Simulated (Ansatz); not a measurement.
Cost and result for the atomization energy of `[CH2]1[S][GeH2]1` (7 atoms, 7 bonds).

Charge 0, multiplicity 1. Correlated methods include outer-core shells of Ge, which these sets cover unevenly. Scalar relativity is left out up to krypton. Geometry: relaxed with PBE0-D4/def2-TZVP. Program: Ansatz. All runs use 2 threads of an AMD EPYC 7B13 on a shared host. Times are those of one run each, without the atoms' runs, and a repeat can differ threefold. Electronic energies, without spin–orbit coupling; frozen cores. CCSD(T)/CBS adds CCSD(T) − MP2 in def2-TZVPP to the MP2 limit, and its time is that of the two runs behind it. T1 = 0.012. With those shells the extrapolation isn't a true limit. B3LYP takes the VWN-RPA correlation (the form of Gaussian; ORCA's B3LYP/G).

CCSD(T)/CBS is a level of theory with its own doubt, some kJ/mol a heavy atom from the limit and from the frozen cores, so smaller differences don't rank the functionals.

| level | functions | wall time |
| --- | --- | --- |
| revPBE-D4/def2-TZVPP | 177 | 1.9 s |
| PBE-D4/def2-TZVPP (with forces) | 177 | 2.5 s |
| CCSD(T)/def2-SVP | 84 | 2.6 s |
| BHLYP-D4/def2-TZVPP | 177 | 2.8 s |
| B3LYP-D4/def2-TZVPP (with forces) | 177 | 3.7 s |
| B2PLYP/def2-TZVPP | 177 | 4.2 s |
| r2SCANh-D4/def2-TZVPP | 177 | 4.5 s |
| ωB97X-V/def2-TZVPP | 177 | 6 s |
| B97M-V/def2-TZVPP | 177 | 7.5 s |
| ωB97M-V/def2-TZVPP (with forces) | 177 | 8.5 s |
| MP2/def2-QZVPP | 336 | 15 s |
| CCSD(T)/def2-TZVPP | 177 | 38 s |
| CCSD(T)/CBS(def2) | – | 53 s |

Task: What atomization energy does each give, and how far from CCSD(T)/CBS? (An estimate is asked.)

Result: Computed: 
| level | atomization (kcal/mol) | difference from CCSD(T)/CBS | per bond |
| --- | --- | --- | --- |
| revPBE-D4/def2-TZVPP | 518.7 | -6.8 | -1.0 |
| PBE-D4/def2-TZVPP (with forces) | 531.2 | 5.7 | 0.8 |
| CCSD(T)/def2-SVP | 485.9 | -39.6 | -5.7 |
| BHLYP-D4/def2-TZVPP | 505.0 | -20.5 | -2.9 |
| B3LYP-D4/def2-TZVPP (with forces) | 518.1 | -7.4 | -1.1 |
| B2PLYP/def2-TZVPP | 514.4 | -11.1 | -1.6 |
| r2SCANh-D4/def2-TZVPP | 523.4 | -2.1 | -0.3 |
| ωB97X-V/def2-TZVPP | 526.7 | 1.2 | 0.2 |
| B97M-V/def2-TZVPP | 531.5 | 6.0 | 0.9 |
| ωB97M-V/def2-TZVPP (with forces) | 522.8 | -2.7 | -0.4 |
| MP2/def2-QZVPP | 524.4 | -1.1 | -0.2 |
| CCSD(T)/def2-TZVPP | 511.9 | -13.6 | -2.0 |
| CCSD(T)/CBS(def2) | 525.5 | 0.0 | 0.0 |

From PBE to PBE0 (25 % exact exchange), in def2-TZVPP and without D4, the atomization energy moves by −6.8 kcal/mol: exact exchange takes away binding that semilocal exchange gives to molecules. At CCSD(T), def2-SVP lies −39.6 kcal/mol from the extrapolated value and def2-TZVPP −13.7 kcal/mol: correlation converges slowly with the basis, and small sets miss more of it in the bonded molecule than in its fragments. Leaving LDA and LC-ωPBE aside and taking each functional with its dispersion term where it has one, the values spread over 26.5 kcal/mol, from BHLYP-D4 to B97M-V. LDA lies +75.1 kcal/mol from PBE without D4, its usual overbinding.
